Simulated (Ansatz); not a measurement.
One geometry of `[SiH2]1[GeH2][SiH2][GeH2][GeH2]1`, several functionals.

```yaml
crystal:
  periodic: [false, false, false]
  atoms:
    - {symbol: Si, position_ang: [-1.257952, -0.870468, 1.292077]}
    - {symbol: Ge, position_ang: [0.078968, -1.960600, -0.354082]}
    - {symbol: Si, position_ang: [1.819678, -0.378545, -0.747988]}
    - {symbol: Ge, position_ang: [0.714819, 1.740804, -0.723017]}
    - {symbol: Ge, position_ang: [-1.340030, 1.399091, 0.553590]}
    - {symbol: H, position_ang: [-0.550063, -0.932771, 2.601074]}
    - {symbol: H, position_ang: [-2.608839, -1.473557, 1.449222]}
    - {symbol: H, position_ang: [-0.747824, -2.142099, -1.641976]}
    - {symbol: H, position_ang: [0.596540, -3.339450, 0.090404]}
    - {symbol: H, position_ang: [2.557064, -0.621845, -2.017039]}
    - {symbol: H, position_ang: [2.784978, -0.438473, 0.384618]}
    - {symbol: H, position_ang: [0.363558, 2.182025, -2.155726]}
    - {symbol: H, position_ang: [1.591775, 2.833661, -0.086460]}
    - {symbol: H, position_ang: [-1.448961, 2.390494, 1.725455]}
    - {symbol: H, position_ang: [-2.553709, 1.611743, -0.370142]}
basis:
  gaussian: {orbitals: def2-TZVPP}
hamiltonian: {xc: {name: CAM-B3LYP}, dispersion: d4}
output: {orbitals: {seedname: orbitals}}
```

```sh
$ ansatz run in.yaml --threads 3 --pin off --events-out ev --progress --plain --backend cuda
```

It prints (some lines left out):

```
Functional definition: CAM-B3LYP
2339 factors; their error is unknown
576 factors; integrals over basis functions are off by at most 9.1e-6 eV
mean field evaluation 1: about -185482.6928 eV, gradient 3.0e1 eV
mean field evaluation 2: about -185483.0466 eV, gradient 2.9e1 eV
mean field evaluation 4: about -185483.6021 eV, gradient 4.5e-1 eV
mean field evaluation 8: about -185483.5971 eV, gradient 2.9e-2 eV
mean field evaluation 16: about -185484.2166 eV, gradient 2.1e-5 eV
mean field -185484.21659178 eV, -6816.4192340303 hartree, gradient 2.1e-5 eV, S^2 0.000000; 0 other end points of the search recorded, 0 dependent functions left out
reference -185484.21677604 eV, -6816.4192408016 hartree; 67, 67 occupied and 301, 301 virtual orbitals, 2339 factors
Total energy: -185484.68969581 eV, -6816.4366202826 hartree
```

It took 1.9 s on 3 threads of an AMD EPYC 7R13 on a shared host and a share of an NVIDIA H100 80 GB, with 0.93 GiB of host memory at the peak.

Changing it to `hamiltonian: {xc: {name: r2SCAN0}, dispersion: d4}` (abridged; 1.9 s):

```
Functional definition: r2SCAN0
mean field evaluation 16: about -185470.6603 eV, gradient 3.6e-5 eV
mean field -185470.66025613 eV, -6815.9210478838 hartree, gradient 3.6e-5 eV, S^2 0.000000
Total energy: -185470.81320546 eV, -6815.9266686683 hartree
```

Changing it to `hamiltonian: {xc: {name: r2SCANh}, dispersion: d4}` (abridged; 1.9 s):

```
Functional definition: r2SCANh
mean field evaluation 16: about -185471.6387 eV, gradient 4.9e-5 eV
mean field -185471.63872990 eV, -6815.9570061319 hartree, gradient 4.9e-5 eV, S^2 0.000000
Total energy: -185471.77528345 eV, -6815.9620243823 hartree
```

The same input with `hamiltonian: {xc: {name: B2PLYP}}` (abridged; 2.1 s):

```
Functional definition: B2PLYP
mean field evaluation 16: about -185428.0319 eV, gradient 4.4e-5 eV
mean field -185428.03193124 eV, -6814.3544858388 hartree, gradient 9.0e-6 eV, S^2 0.000000
37 core orbitals not correlated: weight in the atoms' cores, before any rotation towards them, 1.000 or more for the frozen orbitals, at most 0.000 for the correlated occupied ones
second order -34.47498356 eV of doubles, -0.00000000 eV of singles
Total energy: -185437.34041725 eV, -6814.6965663901 hartree
```

Changing it to `hamiltonian: {xc: hse06, dispersion: d4}` (abridged; 1.9 s):

```
Functional definition: HSE06
mean field evaluation 16: about -185446.0674 eV, gradient 2.9e-5 eV
mean field -185446.06738652 eV, -6815.0172765954 hartree, gradient 2.9e-5 eV, S^2 0.000000
Total energy: -185446.49569188 eV, -6815.0330165272 hartree
```

The same input with `hamiltonian: {xc: {name: PBE-QIDH}}` (abridged; 2.1 s):

```
Functional definition: PBE-QIDH
mean field evaluation 16: about -185404.4052 eV, gradient 4.1e-5 eV
mean field -185404.40516673 eV, -6813.4862182579 hartree, gradient 4.0e-6 eV, S^2 0.000000
37 core orbitals not correlated: weight in the atoms' cores, before any rotation towards them, 1.000 or more for the frozen orbitals, at most 0.000 for the correlated occupied ones
second order -31.91931586 eV of doubles, -0.00000000 eV of singles
Total energy: -185415.04495743 eV, -6813.8772233541 hartree
```

HSE06 is the plane-wave form, built on full-range PBE exchange.
